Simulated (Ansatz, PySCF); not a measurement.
BHO, SMILES B=O. Atoms are numbered in the order given.

```xyz
3

H      0.0000     0.0000    -1.7635
B      0.0000     0.0000    -0.5907
O      0.0000     0.0000     0.6075
```

The structure is a stationary point at PBE0-D3(BJ)/def2-TZVPD.

Two levels are set side by side: PBE-D3(BJ)/def2-TZVPD (Ansatz, an electronic-structure program) and PBE0-D3(BJ)/def2-TZVPD (Ansatz). Each level has its own optimised geometry; the coordinates shown are those of the second. Frequencies come from the Hessian of PySCF at each geometry. Differences are taken from unrounded values.

```json
[
 {"quantity": "mean bond length (Å)", "PBE0-D3(BJ)": "1.185", "PBE-D3(BJ)": "1.195", "PBE-D3(BJ) minus PBE0-D3(BJ)": "0.009"},
 {"quantity": "bond B2–O3 (Å)", "PBE0-D3(BJ)": "1.198", "PBE-D3(BJ)": "1.211", "PBE-D3(BJ) minus PBE0-D3(BJ)": "0.012"},
 {"quantity": "bond H1–B2 (Å)", "PBE0-D3(BJ)": "1.173", "PBE-D3(BJ)": "1.178", "PBE-D3(BJ) minus PBE0-D3(BJ)": "0.006"},
 {"quantity": "highest harmonic wavenumber (cm⁻¹)", "PBE0-D3(BJ)": "2893", "PBE-D3(BJ)": "2830", "PBE-D3(BJ) minus PBE0-D3(BJ)": "-63"},
 {"quantity": "mean harmonic wavenumber (cm⁻¹)", "PBE0-D3(BJ)": "1582", "PBE-D3(BJ)": "1531", "PBE-D3(BJ) minus PBE0-D3(BJ)": "-52"},
 {"quantity": "zero-point energy (kcal/mol)", "PBE0-D3(BJ)": "9.05", "PBE-D3(BJ)": "8.75", "PBE-D3(BJ) minus PBE0-D3(BJ)": "-0.30"}
]
```

GGA bonds tend to be longer and softer than those of functionals with exact exchange. Differences between two approximate levels are no errors against the true value.
